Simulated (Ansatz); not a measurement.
`[SiH3]C[SiH](Cl)Cl` + propene → `C=CC[SiH3]` + `C[SiH](Cl)Cl` at 500 K and 1 bar (formal exchange of groups at the Si–C bond).

Isolated molecules relaxed with PBE0-D4/def2-TZVP in Ansatz; ΔE leaves out vibrations. CCSD(T)/CBS adds triple-zeta CCSD(T) − MP2 to the extrapolated MP2 energy (def2 sets, frozen cores). Each species was taken in one conformer, which may not be the lowest.

| species | CCSD(T)/CBS energy (Eh) | H − E (kJ/mol) | S (J/(mol·K)) |
| --- | --- | --- | --- |
| `[SiH3]C[SiH](Cl)Cl` | -1539.49563 | 223.0 | 460.8 |
| `C=CC` | -117.74610 | 238.4 | 304.6 |
| `C=CC[SiH3]` | -408.02402 | 292.6 | 382.1 |
| `C[SiH](Cl)Cl` | -1249.21450 | 168.0 | 382.4 |

H − E and S are ideal-gas, rigid-rotor, harmonic terms from PBE0-D4/def2-TZVP, for one conformer and one mirror image of each species. 1 Eh = 2625.50 kJ/mol, R = 8.31446 J/(mol·K).

Q: By hand: ΔE, ΔH, ΔS and ΔG.

A: ΔE = (-408.02402) + (-1249.21450) − (-1539.49563) − (-117.74610) = 0.00321 Eh = 8.4 kJ/mol. Δ(H − E) = 292.6 + 168.0 − 223.0 − 238.4 = -0.8, so ΔH = 7.6 kJ/mol. ΔS = 382.1 + 382.4 − 460.8 − 304.6 = -0.9 J/(mol·K). ΔG = 7.6 − 500 × (-0.9)/1000 = 8.0 kJ/mol.

Q: By hand: the equilibrium constant, and the temperature at which ΔG would vanish if ΔH and ΔS stayed fixed.

A: log₁₀ K = −ΔG/(RT ln 10) = -0.8. ΔH and −TΔS have one sign here, so there is no such temperature. One of them is within its doubt of zero, so this could turn.

The number of gas molecules stays the same, so ΔS is small and ΔH decides. A doubt of 5 kJ/mol in ΔE shifts log₁₀ K by 0.5 here. Other conformers and mirror images would add mixing entropy, several J/(mol·K) or more a flexible species. Modes under 60 cm⁻¹, often nearly free rotors, make the harmonic entropy too high. These are equilibria of isolated gas molecules and say nothing of rates. Largest T1 diagnostic: 0.011 (customary marks: 0.02 for closed shells, 0.045 for open ones).
